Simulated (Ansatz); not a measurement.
Cu₆As⁻, 7 atoms. Hardware: 4 threads of Arm Neoverse N1 on a shared host.

The 6-31G sets use Cartesian d functions. Correlated methods freeze 63 core orbitals; core or outer-core shells of As are correlated, in sets that lack core-valence functions.

Task: How many basis functions does each of these Ansatz runs have, and roughly what does it cost? PBE-D4/def2-SVPD, charge -1 singlet, energy, from earlier orbitals; B3LYP-D4/6-31G, charge -1 singlet, energy; MP2/def2-SVPD, charge -1 singlet, energy, from earlier orbitals; LDA (SPW92)/def2-SVP, charge -1 singlet, energy, from earlier orbitals; B3LYP-D4/def2-SVPD, charge -1 singlet, relaxation, 5 steps; PBE0-D4/def2-SVP, charge -1 singlet, energy, from earlier orbitals; PBE0-D4/def2-SVPD, charge -1 singlet, energy, from earlier orbitals; PBE-D4/def2-SVP, charge -1 singlet, energy with a search over starts; HF/6-31G, charge -1 singlet, energy; LDA (SPW92)/def2-SVP, charge 0 doublet at the geometry of the charge -1 singlet, energy, from earlier orbitals; r2SCAN-D4/def2-SVP, charge -1 singlet, energy and forces, from earlier orbitals; B3LYP-D4/def2-SVPD, charge -1 singlet, frequencies.

Result: Other jobs shared the machine, so times can vary by a factor of up to 3. A dash marks memory too small to be measured apart from the calling script's.

```csv
run,functions,fitting or Cholesky vectors,wall time,peak host memory (GiB)
"LDA (SPW92)/def2-SVP, charge -1 singlet, energy, from earlier orbitals",218,2667,6.5 s,–
"LDA (SPW92)/def2-SVP, charge 0 doublet at the geometry of the charge -1 singlet, energy, from earlier orbitals",218,2667,12 s,0.59
"PBE-D4/def2-SVPD, charge -1 singlet, energy, from earlier orbitals",242,2800,16 s,0.64
"PBE-D4/def2-SVP, charge -1 singlet, energy with a search over starts",218,2667,26 s,0.57
"B3LYP-D4/6-31G, charge -1 singlet, energy",203,1942,27 s,1.1
"HF/6-31G, charge -1 singlet, energy",203,1942,32 s,1.2
"r2SCAN-D4/def2-SVP, charge -1 singlet, energy and forces, from earlier orbitals",218,2667,33 s,0.61
"PBE0-D4/def2-SVPD, charge -1 singlet, energy, from earlier orbitals",242,2538,40 s,1.3
"PBE0-D4/def2-SVP, charge -1 singlet, energy, from earlier orbitals",218,2392,42 s,1.1
"MP2/def2-SVPD, charge -1 singlet, energy, from earlier orbitals",242,2538,69 s,1.5
"B3LYP-D4/def2-SVPD, charge -1 singlet, relaxation, 5 steps",242,2737,2.7 min,1.4
"B3LYP-D4/def2-SVPD, charge -1 singlet, frequencies",242,2732,23 min,1.7
```
